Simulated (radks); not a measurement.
Q: These are the eigenvalues of the occupied orbitals of an atom or ion with whole-number occupations (Ry). Calculated with a radial shooting solver on a logarithmic mesh with Libxc functionals: Dirac Kohn-Sham, LB94 model potential, spin-unpolarised, spherical densities, finite nucleus; Fermi nuclear charge, rms radius of each element as measured or else 0.836 A^(1/3) + 0.57 fm.

1s1/2: -1708.981
2s1/2: -255.1914
2p1/2: -237.2130
2p3/2: -226.4523
3s1/2: -52.10422
3p1/2: -45.00054
3p3/2: -43.15941
3d3/2: -30.54526
3d5/2: -30.17683
4s1/2: -13.26227
4p1/2: -11.02859
4p3/2: -10.70074
4d3/2: -7.19295

Which element is it, and in what charge state? The configuration may be excited. Open shells, if any, fill j = l - 1/2 first.

A: Z = 45, rhodium, charge +6: Rh6+ in [Kr] 4d3. The list shows which subshells hold electrons but not how many an open one holds; the 1s level, -854.49 hartree, gives Z - s = 41.3 by -(Z - s)^2/2, which with screening and relativity narrows Z to a few neighbours, and the depths of the outer levels then fix element, charge and occupations together.
